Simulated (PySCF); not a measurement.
Job file and geometry (Å, from GFN2-xTB) of a spin–spin coupling run on SMILES C=CBCB(F)Br, C₃H₆B₂BrF, B3LYP/pcJ-1 Br:pcSseg-1 indirect spin-spin coupling, non-relativistic, gas phase in PySCF; density fitting, a coarse starting grid and PySCF grid level 2 are the driver's defaults:

```
$ OMP_NUM_THREADS=1 python probes_run.py task.json out

{"job": {"kind": "j", "xc": "B3LYP", "basis": "pcJ-1"}, "charge": 0, "multiplicity": 1}
C      2.468461     0.438397     0.037310
C      1.167562     0.500176    -0.255871
B      0.215150    -0.710047    -0.156261
C     -1.309798    -0.554741    -0.585283
B     -2.068441     0.038593     0.649765
F     -2.661469    -0.738524     1.534279
Br    -2.127639     1.882695     1.026975
H      3.125530     1.292186    -0.031169
H      2.926572    -0.484553     0.356806
H      0.782713     1.464677    -0.573949
H      0.591597    -1.730105     0.277062
H     -1.732892    -1.521008    -0.860033
H     -1.381733     0.122742    -1.437359
```

Problem. Write the output of this run.

Solution. 
```
coarse grid: 53368 points
cycle   1  E = -2841.4012772325  dE = -5.624e-01  |g| = 9.502e-01  |ddm| = 3.131e+00
cycle   2  E = -2841.3363749938  dE =  6.490e-02  |g| = 9.867e-01  |ddm| = 1.018e+00
cycle   3  E = -2841.4822055697  dE = -1.458e-01  |g| = 2.625e-01  |ddm| = 7.396e-01
cycle   4  E = -2841.4917079625  dE = -9.502e-03  |g| = 7.080e-02  |ddm| = 1.759e-01
cycle   5  E = -2841.4926843331  dE = -9.764e-04  |g| = 1.751e-02  |ddm| = 5.407e-02
cycle   6  E = -2841.4927460352  dE = -6.170e-05  |g| = 7.577e-03  |ddm| = 1.538e-02
cycle   7  E = -2841.4927600310  dE = -1.400e-05  |g| = 1.092e-03  |ddm| = 6.145e-03
cycle   8  E = -2841.4927602745  dE = -2.435e-07  |g| = 2.808e-04  |ddm| = 9.116e-04
final grid: 112952 points
cycle   9  E = -2841.4927650586  dE = -3.449e-08  |g| = 3.619e-04  |ddm| = 1.784e-03
cycle  10  E = -2841.4927650297  dE =  2.886e-08  |g| = 4.883e-04  |ddm| = 6.912e-04
cycle  11  E = -2841.4927650891  dE = -5.944e-08  |g| = 6.758e-05  |ddm| = 4.144e-04
cycle  12  E = -2841.4927650902  dE = -1.052e-09  |g| = 1.081e-05  |ddm| = 5.677e-05
cycle  13  E = -2841.4927650902  dE = -1.637e-11  |g| = 4.900e-06  |ddm| = 1.273e-05
converged SCF energy = -2841.4927650902

Indirect spin-spin couplings (Hz)
  i      j    bonds     total        FC       PSO       DSO        SD
  0 C    1 C    1     62.837    73.109   -10.397     0.125         -
  0 C    2 B    2      4.405     2.910     0.647    -0.047     0.894
  0 C    3 C    3      4.546     4.263     0.327    -0.044         -
  0 C    4 B    4      0.693     0.671    -0.027    -0.008     0.056
  0 C    5 F    5      0.327     0.302    -0.021    -0.129     0.175
  0 C    7 H    1    161.958   161.628    -0.159     0.489         -
  0 C    8 H    1    163.463   163.150    -0.200     0.513         -
  0 C    9 H    2     -3.350    -1.351    -1.542    -0.457         -
  0 C   10 H    3      4.750     4.754     0.026    -0.030         -
  0 C   11 H    4      0.657     0.645     0.253    -0.241         -
  0 C   12 H    4      0.576     0.471     0.275    -0.170         -
  1 C    2 B    1     66.077    67.629    -2.009     0.234     0.224
  1 C    3 C    2      3.388     3.494    -0.152     0.046         -
  1 C    4 B    3     -0.588    -0.604    -0.054     0.093    -0.022
  1 C    5 F    4      0.183     0.321     0.045    -0.086    -0.097
  1 C    7 H    2     -2.392    -0.552    -1.275    -0.564         -
  1 C    8 H    2      1.366     3.332    -1.444    -0.522         -
  1 C    9 H    1    146.595   145.570     0.199     0.825         -
  1 C   10 H    2      8.520     8.947    -0.340    -0.088         -
  1 C   11 H    3      6.433     6.456     0.216    -0.239         -
  1 C   12 H    3      4.464     4.494    -0.245     0.215         -
  2 B    3 C    1     36.712    39.092    -2.752     0.243     0.130
  2 B    4 B    2     -0.487    -1.295     0.334     0.204     0.270
  2 B    5 F    3      3.767     0.944     1.420     0.014     1.389
  2 B    7 H    3     11.562    11.641     0.535    -0.555    -0.058
  2 B    8 H    3      7.766     7.725    -0.011     0.049     0.003
  2 B    9 H    2      2.640     3.037    -0.089    -0.279    -0.029
  2 B   10 H    1    137.447   137.973    -1.836     0.780     0.530
  2 B   11 H    2     -7.710    -7.202    -0.426    -0.122     0.040
  2 B   12 H    2     -7.541    -7.210    -0.339    -0.059     0.067
  3 C    4 B    1     63.016    64.891    -2.372     0.423     0.073
  3 C    5 F    2     14.418    23.943    -9.711     0.020     0.166
  3 C    7 H    4      1.158     1.111     0.257    -0.210         -
  3 C    8 H    4      0.158     0.076     0.215    -0.133         -
  3 C    9 H    3      2.637     2.627    -0.164     0.174         -
  3 C   10 H    2      7.099     7.469    -0.339    -0.031         -
  3 C   11 H    1    130.058   127.642     1.565     0.851         -
  3 C   12 H    1    130.395   127.865     1.610     0.920         -
  4 B    5 F    1   -174.128  -112.750   -61.130     1.191    -1.438
  4 B    7 H    5     -0.669    -0.674     0.127    -0.121    -0.001
  4 B    8 H    5     -0.585    -0.630     0.085    -0.030    -0.009
  4 B    9 H    4      0.223     0.161    -0.247     0.318    -0.008
  4 B   10 H    3      0.352     0.076     0.095     0.188    -0.007
  4 B   11 H    2     -8.241    -8.229    -0.340     0.285     0.043
  4 B   12 H    2    -10.061   -10.150    -0.412     0.403     0.098
  5 F    9 H    5     -0.247     0.234     0.272    -0.703    -0.050
  5 F   10 H    4      0.807     0.293     0.279     0.111     0.125
  5 F   11 H    3      7.296     9.734    -2.380     0.270    -0.328
  5 F   12 H    3     19.128    21.206    -0.605    -1.365    -0.107
  7 H    8 H    2      3.385     3.207     3.755    -3.577         -
  7 H    9 H    3     13.931    14.277     0.096    -0.442         -
  7 H   12 H    5     -0.391    -0.419     0.644    -0.615         -
  8 H    9 H    3     20.038    20.501     2.705    -3.167         -
  8 H   11 H    5     -0.178    -0.182     0.595    -0.590         -
  8 H   12 H    5     -0.428    -0.454     0.807    -0.781         -
  9 H   10 H    3      8.013     8.055     1.962    -2.004         -
  9 H   12 H    4      0.319    -0.058    -1.238     1.615         -
 10 H   11 H    3      7.354     7.314    -0.136     0.175         -
 10 H   12 H    3      5.600     5.602     1.673    -1.674         -
 11 H   12 H    2     -5.101    -5.687     2.633    -2.047         -
```

Size and cost of the density-fitted run: 263 basis functions, 2.5 min wall time on 1 thread of an Arm Neoverse N1, shared host; peak memory 1.2 GiB.
